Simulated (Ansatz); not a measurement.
Compare A (`N=C(F)O[SiH3]`) with its isomer B (`OC1(F)N[SiH2]1`).

Computed with Ansatz on PBE0-D4/def2-TZVP structures; ΔE is electronic, products minus reactants. CBS: MP2 limit from def2 TZ/QZ plus the TZ coupled-cluster correction, frozen cores. Functionals use def2-TZVPP. B3LYP here is the variant with VWN-RPA as its local correlation; programs differ in this. Each species was taken in one conformer, which may not be the lowest.

(1) Which is lower in electronic energy at CCSD(T)/CBS, and by how much? (Best estimate.)

(2) Give E(B) − E(A) in kJ/mol with CCSD/def2-TZVPP, CCSD(T)/def2-SVP, PBE-D4, CCSD(T)/def2-TZVPP, B3LYP-D4, MP2/def2-TZVPP, HF/def2-TZVPP. (An estimate is asked.)

(3) Does the order hold for the free energy at 298.15 K (harmonic terms from PBE0-D4)? (An estimate is asked.)

Largest T1 diagnostic: 0.013.

Results:

(1) The calculation gave: A, by 150.0 kJ/mol.

(2) Ansatz gave: CCSD/def2-TZVPP 160.3, CCSD(T)/def2-SVP 161.9, PBE-D4 134.3, CCSD(T)/def2-TZVPP 157.6, B3LYP-D4 159.0, MP2/def2-TZVPP 154.1, HF/def2-TZVPP 197.8. None reverses the order clearly.

(3) Ansatz gave: Yes: G(B) − G(A) = +157.7 kJ/mol, for one conformer each. Modes under 60 cm⁻¹, often nearly free rotors, make the harmonic entropy too high.

From PBE to PBE0 (25 % exact exchange), in def2-TZVPP and without D4, E(B) − E(A) moves by +4.4 kJ/mol. In def2-TZVPP, CCSD(T) changes the Hartree–Fock value by −40.2 kJ/mol (the triples alone add −2.7 kJ/mol) and MP2 by −43.7 kJ/mol.
